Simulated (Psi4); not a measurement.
C₃H₈, charge +1, doublet, geometry from GFN2-xTB (a state made from the parent by changing its charge; the spin is typed, not shown lowest), with bond 8-2 at 3.0 times its length; HF/def2-SV(P) (Psi4 1.11).

Here is a job for Psi4.
```
memory 2 GB

molecule {
1 2
C     1.16119233    0.51045300   -0.28319118
C     0.10324296   -0.51099326   -0.05406700
C    -1.25563572   -0.04301253    0.33264996
H     2.03156328    0.08772002   -0.78312997
H     0.78175637    1.38804567   -0.81681340
H     1.53408150    0.93717338    0.66136221
H     0.48337960   -1.27056316    0.66551562
H    -0.16112955   -2.56816493   -2.67158431
H    -1.87576720   -0.85882101    0.70154158
H    -1.22104897    0.78620005    1.04686524
H    -1.80188075    0.38827889   -0.52111921
}

set {
  basis def2-sv(p)
  reference uhf
  stability_analysis follow
  scf_type pk
}

energy('scf')
print_variables()
```

### Question
Predict the main parts of the log of this Psi4 run.

### Answer

```
   => Loading Basis Set <=

    Name: DEF2-SV(P)
    Role: ORBITAL
    Keyword: BASIS

         ---------------------------------------------------------
                                   SCF
               by Justin Turney, Rob Parrish, Andy Simmonett
                          and Daniel G. A. Smith
                              UHF Reference
         ---------------------------------------------------------

  ==> Geometry <==

    Molecular point group: c1
    Full point group: C1

    Geometry (in Angstrom), charge = 1, multiplicity = 2:

       Center              X                  Y                   Z               Mass
    ------------   -----------------  -----------------  -----------------  -----------------
         C            1.164034721720     0.547705712549    -0.242655685399    12.000000000000
         C            0.106085351720    -0.473740547451    -0.013531505399    12.000000000000
         C           -1.252793328280    -0.005759817451     0.373185454601    12.000000000000
         H            2.034405671720     0.124972732549    -0.742594475399     1.007825032230
         H            0.784598761720     1.425298382549    -0.776277905399     1.007825032230
         H            1.536923891720     0.974426092549     0.701897704601     1.007825032230
         H            0.486221991720    -1.233310447451     0.706051114601     1.007825032230
         H           -0.158287158280    -2.530912217451    -2.631048815399     1.007825032230
         H           -1.872924808280    -0.821568297451     0.742077074601     1.007825032230
         H           -1.218206578280     0.823452762549     1.087400734601     1.007825032230
         H           -1.799038358280     0.425531602549    -0.480583715399     1.007825032230

  Running in c1 symmetry.

  Rotational constants: A =      0.61522  B =      0.26908  C =      0.22020 [cm^-1]
  Rotational constants: A =  18443.95716  B =   8066.68285  C =   6601.45168 [MHz]
  Nuclear repulsion =   79.150210333045138

  Charge       = 1
  Multiplicity = 2
  Electrons    = 25
  Nalpha       = 13
  Nbeta        = 12

  ==> Algorithm <==

  SCF Algorithm Type is PK.
  DIIS enabled.
  MOM disabled.
  Fractional occupation disabled.
  Guess Type is SAD.
  Energy threshold   = 1.00e-06
  Density threshold  = 1.00e-06
  Integral threshold = 1.00e-12

  ==> Primary Basis <==

  Basis Set: DEF2-SV(P)
    Blend: DEF2-SV(P)
    Number of shells: 34
    Number of basis functions: 58
    Number of Cartesian functions: 61
    Spherical Harmonics?: true
    Max angular momentum: 2

  ==> Integral Setup <==

  Using in-core PK algorithm.
   Calculation information:
      Number of atoms:                  11
      Number of AO shells:              34
      Number of primitives:             68
      Number of atomic orbitals:        61
      Number of basis functions:        58

      Integral cutoff                 1.00e-12
      Number of threads:                 1

  Performing in-core PK
  Using 2929232 doubles for integral storage.
  We computed 175171 shell quartets total.
  Whereas there are 177310 unique shell quartets.

  ==> DiskJK: Disk-Based J/K Matrices <==

    J tasked:                  Yes
    K tasked:                  Yes
    wK tasked:                  No
    Schwarz Cutoff:          1E-12

  Minimum eigenvalue in the overlap matrix is 3.4325271704E-03.
  Reciprocal condition number of the overlap matrix is 5.8186599660E-04.
    Using symmetric orthogonalization.

  ==> Pre-Iterations <==

  SCF Guess: Superposition of Atomic Densities via on-the-fly atomic UHF (no occupation information).

   -------------------------
    Irrep   Nso     Nmo
   -------------------------
     A         58      58
   -------------------------
    Total      58      58
   -------------------------

  ==> Iterations <==

                        Total Energy        Delta E     RMS |[F,P]|

   @UHF iter SAD:  -117.23528377111555   -1.17235e+02   0.00000e+00
   @UHF iter   1:  -117.45561723528428   -2.20333e-01   6.55301e-03 ADIIS/DIIS
   @UHF iter   2:  -117.63726613512790   -1.81649e-01   4.71318e-03 ADIIS/DIIS
   @UHF iter   3:  -117.69836689117702   -6.11008e-02   1.69430e-03 ADIIS/DIIS
   @UHF iter   4:  -117.72277125856773   -2.44044e-02   5.45612e-04 ADIIS/DIIS
   @UHF iter   5:  -117.72609850185481   -3.32724e-03   1.74262e-04 ADIIS/DIIS
   @UHF iter   6:  -117.72633928325561   -2.40781e-04   7.41129e-05 DIIS
   @UHF iter   7:  -117.72638854954228   -4.92663e-05   4.05888e-05 DIIS
   @UHF iter   8:  -117.72640656024663   -1.80107e-05   1.68678e-05 DIIS
   @UHF iter   9:  -117.72640803831553   -1.47807e-06   7.46328e-06 DIIS
   @UHF iter  10:  -117.72640847496837   -4.36653e-07   3.09047e-06 DIIS
   @UHF iter  11:  -117.72640857174376   -9.67754e-08   1.43608e-06 DIIS
   @UHF iter  12:  -117.72640859527951   -2.35357e-08   9.23855e-07 DIIS
  Energy and wave function converged.

    Wavefunction stable under totally symmetric rotations.
    Lowest totally symmetric eigenvalue: 0.114272
    Lowest UHF->UHF stability eigenvalues:
       A 0.114272

    Stability analysis over.

  ==> Post-Iterations <==

   @Spin Contamination Metric:   1.841511551E-06
   @S^2 Expected:                7.500000000E-01
   @S^2 Observed:                7.500018415E-01
   @S   Expected:                5.000000000E-01
   @S   Observed:                5.000000000E-01

    Orbital Energies [Eh]
    ---------------------

    Alpha Occupied:

[...]
      13A     -0.641654

    Alpha Virtual:

[...]
    Beta Occupied:

[...]
    Beta Virtual:

[...]
      58A      2.705662

    Final Occupation by Irrep:
              A
    DOCC [    12 ]
    SOCC [     1 ]
    NA   [    13 ]
    NB   [    12 ]

  @UHF Final Energy:  -117.72640859527951

   => Energetics <=

    Nuclear Repulsion Energy =             79.1502103330451376
    One-Electron Energy =                -307.3432321847751041
    Two-Electron Energy =                 110.4666132564504437
    Total Energy =                       -117.7264085952795085

  UHF NO Occupations:
  HONO-2 :   11  A 1.9999999
  HONO-1 :   12  A 1.9999993
  HONO-0 :   13  A 1.0000000
  LUNO+0 :   14  A 0.0000007
  LUNO+1 :   15  A 0.0000001
  LUNO+2 :   16  A 0.0000000
  LUNO+3 :   17  A 0.0000000

Computation Completed

Properties will be evaluated at   0.000000,   0.000000,   0.000000 [a0]

Properties computed using the SCF density matrix

 Multipole Moments:

 ------------------------------------------------------------------------------------
     Multipole            Electronic (a.u.)      Nuclear  (a.u.)        Total (a.u.)
 ------------------------------------------------------------------------------------

 L = 1.  Multiply by 2.5417464519 to convert [e a0] to [Debye]
 Dipole X            :          0.3263151           -0.1934061            0.1329090
 Dipole Y            :          0.5815088           -0.7613278           -0.1798189
 Dipole Z            :          1.5382717           -1.3059684            0.2323034
 Magnitude           :                                                    0.3224353

 ------------------------------------------------------------------------------------

  Variable Map:
  ----------------------------------------------------------------------------
[...]
  Array Variable Map:
  ----------------------------------------------------------------------------
[...]
[...]
```
